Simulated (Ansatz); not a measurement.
Cu2H2. Charge 0, multiplicity 3. Geometry r2SCAN-D4/def2-TZVP, that of the charge +1 doublet; atoms count from 1.

```xyz
4

Cu   -0.116   -1.124   -0.205
Cu    0.116    1.123    0.205
H    -1.167    0.159   -0.205
H     1.167   -0.159    0.205
```

At PBE0-D4/def2-TZVP a singlet of charge 0 lies 0.89 eV below the triplet at the same geometry. The structure comes from a short search, and lower isomers may exist.

(1) Estimate the Mulliken populations from the PBE0/def2-TZVP orbitals of Ansatz.

(2) Where does the spin sit?

(3) And the Mayer bond orders between heavy atoms (over 0.3)?

Answers

(1) 
```
atom  charge (e)  spin (α − β)  d electrons
 Cu1        0.01          0.71         9.73
 Cu2        0.01          0.71         9.73
  H3       -0.01          0.29            –
  H4       -0.01          0.29            –
```
Mulliken values depend strongly on the basis.

(2) Summed by element: Cu 1.42, H 0.58, of 2 unpaired in all. Largest on single atoms: Cu1 0.71, Cu2 0.71, H4 0.29.

(3) Cu1–Cu2 0.68 (2.30 Å).
